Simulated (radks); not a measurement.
Question: Re+, configuration [Xe] 4f14 5d5 6s1 (the NIST ground configuration). All-electron calculation, Dirac Kohn-Sham, SOGGA, spin-unpolarised, spherical densities, finite nucleus; open shells fill j = l - 1/2 first; Fermi nuclear charge, rms radius 5.3698 fm. Program: a radial shooting solver on a logarithmic mesh with Libxc functionals. Some entries of the table are withheld. Estimate them.

| orbital | occ. | eigenvalue (hartree) | r(max) (bohr) | <1/r> (bohr^-1) |
|---|---|---|---|---|
| 1s1/2 | 2 | -2628.053 | 0.01124 | 88.68 |
| 2s1/2 | 2 | -455.5858 | 0.06475 | 21.63 |
| 2p1/2 | 2 | -436.0850 | (1) | 21.60 |
| 2p3/2 | 4 | -383.2099 | (2) | 18.04 |
| 3s1/2 | 2 | -105.6626 | 0.1823 | 7.939 |
| 3p1/2 | 2 | -96.92859 | 0.1705 | 7.856 |
| 3p3/2 | 4 | -85.44736 | 0.1848 | 6.934 |
| 3d3/2 | 4 | -70.72508 | 0.1445 | 6.830 |
| 3d5/2 | 6 | -68.23196 | 0.1485 | 6.613 |
| 4s1/2 | 2 | -22.24575 | 0.4132 | 3.342 |
| 4p1/2 | 2 | -18.59813 | 0.4125 | 3.233 |
| 4p3/2 | 4 | -15.91667 | 0.4424 | 2.911 |
| 4d3/2 | 4 | -9.91600 | 0.4382 | 2.699 |
| 4d5/2 | 6 | -9.42049 | 0.4476 | 2.622 |
| 5s1/2 | 2 | -3.39090 | 0.9388 | 1.305 |
| 5p1/2 | 2 | -2.28835 | 1.004 | 1.175 |
| 5p3/2 | 4 | -1.88530 | 1.087 | 1.060 |
| 4f5/2 | 6 | -1.86616 | (3) | 2.180 |
| 4f7/2 | 8 | -1.77386 | (4) | 2.148 |
| 5d3/2 | 4 | -0.48496 | 1.395 | 0.7210 |
| 6s1/2 | 1 | -0.45908 | 2.483 | 0.4426 |
| 5d5/2 | 1 | -0.45117 | 1.441 | 0.6931 |

Answer: 
(1) 2p1/2 r(max) (bohr): 0.04803
(2) 2p3/2 r(max) (bohr): 0.05497
(3) 4f5/2 r(max) (bohr): 0.4142
(4) 4f7/2 r(max) (bohr): 0.4191
